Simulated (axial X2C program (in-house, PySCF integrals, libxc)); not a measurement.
# Spectroscopic constants of RuTe

Computed with an in-house relativistic program for diatomic molecules. Spin-free means the one-electron spin-free X2C Hamiltonian; two-component (2c) means X2C with spin–orbit coupling and atomic mean-field two-electron Coulomb and Gaunt terms, so the difference of the two also holds small scalar two-electron terms. Basis: Te dyall-cv3z [11s12p8d4f1g], Ru dyall-cv3z [12s12p8d5f3g] (cores contracted in-house); Gaussian nuclei, density fitting, unrestricted open shells. Masses: Te 129.906 u, Ru 101.904 u.

State, spin-free: M_S = 2, Λ = 2 (beyond evenly filled blocks: σα, π+α, π-α, δ+α, δ+β, δ-α); electrons by block: σα: 20, σβ: 19, π+α: 11, π+β: 10, π-α: 11, π-β: 10, δ+α: 4, δ+β: 4, δ-α: 4, δ-β: 3. Fragments: Te + Ru.

State, 2c: Ω = 4 (⟨Sz⟩ = 2.00, ⟨Lz⟩ = 2.00 at PBE0); electrons by block: 1/2: 30, -1/2: 30, 3/2: 15, -3/2: 14, 5/2: 4, -5/2: 3. Fragments: Te + Ru.

```json
{"Hamiltonian": "spin-free", "level": "PBE0", "Re (Å)": "2.407", "ωe (cm⁻¹)": "280.8", "ωexe (cm⁻¹)": "n/a", "Be (cm⁻¹)": "0.05093", "αe (cm⁻¹)": "0.00013", "De (eV)": "2.95", "k (mdyn/Å)": "2.65", "μ (D)": "3.75"}
{"Hamiltonian": "spin-free", "level": "HF", "Re (Å)": "2.680", "ωe (cm⁻¹)": "172.4", "ωexe (cm⁻¹)": "0.309", "Be (cm⁻¹)": "0.0411", "αe (cm⁻¹)": "0.000116", "De (eV)": "0.837", "k (mdyn/Å)": "0.999", "μ (D)": "6.25"}
{"Hamiltonian": "spin-free", "level": "CCSD", "Re (Å)": "2.410", "ωe (cm⁻¹)": "248.8", "ωexe (cm⁻¹)": "1.07", "Be (cm⁻¹)": "0.05082", "αe (cm⁻¹)": "0.000239", "De (eV)": "2.62", "k (mdyn/Å)": "2.08", "μ (D)": "n/a"}
{"Hamiltonian": "spin-free", "level": "CCSD(T)", "Re (Å)": "2.390", "ωe (cm⁻¹)": "266.7", "ωexe (cm⁻¹)": "1.03", "Be (cm⁻¹)": "0.05166", "αe (cm⁻¹)": "0.000211", "De (eV)": "n/a", "k (mdyn/Å)": "2.39", "μ (D)": "n/a"}
{"Hamiltonian": "2c", "level": "PBE0", "Re (Å)": "2.411", "ωe (cm⁻¹)": "277.8", "ωexe (cm⁻¹)": "0.555", "Be (cm⁻¹)": "0.05078", "αe (cm⁻¹)": "0.000135", "De (eV)": "n/a", "k (mdyn/Å)": "2.6", "μ (D)": "3.71"}
```

Correlated methods: 24 electrons correlated (number of frozen shells: Te 4 s, 3 p, 1 d; Ru 4 s, 3 p, 1 d), 340 virtual spin orbitals or spinors in MP2, 104 natural virtuals in coupled cluster.

Dipoles are positive if Ru is the positive end.

The state is a single determinant with fixed occupations, the lowest that a limited PBE0 search found. De is counted from the lowest determinant-based energies of the atoms at the same level, without counterpoise correction. De is not given where an atomic determinant may have missed its ground term or J level, or where the truncated virtual space spoils (T). Density functionals use the spin component along the axis (collinear). CCSD and (T) use frozen natural virtuals with an MP2 correction for the truncation; (T) itself is uncorrected, so its De runs slightly low. Other states lie close and PBE0, whose exact exchange favours high spin, may order them wrongly; the determinant shown need not be the ground state. The nearest other spin-free determinant of the search, M_S = 2, Λ = 0, lies 0.25 eV up at the distance of the search. Without a current term, density functionals place determinants with orbital angular momentum somewhat too high. With several unpaired electrons one determinant need not be a pure state. Open-shell Ω = 0 determinants with evenly filled partner blocks cannot be reached by this program, so the Ω shown need not be the lowest component. The T1 diagnostic is large, a sign of multireference character.

No reliable constants came from CCSD (2c), CCSD(T) (2c), HF (2c), MP2 (2c), MP2 (spin-free), PBE50 (2c), PBE50 (spin-free): no minimum in range, unconverged points, a curve that is not smooth, a change of character along it, or the two Hamiltonians disagreeing along it.

Rough cost a point (2c) on 1 thread(s) of a shared host, integrals apart: PBE0 2.4 s.

The whole task took 14 min on 1 thread of Arm Neoverse V1 (shared host).
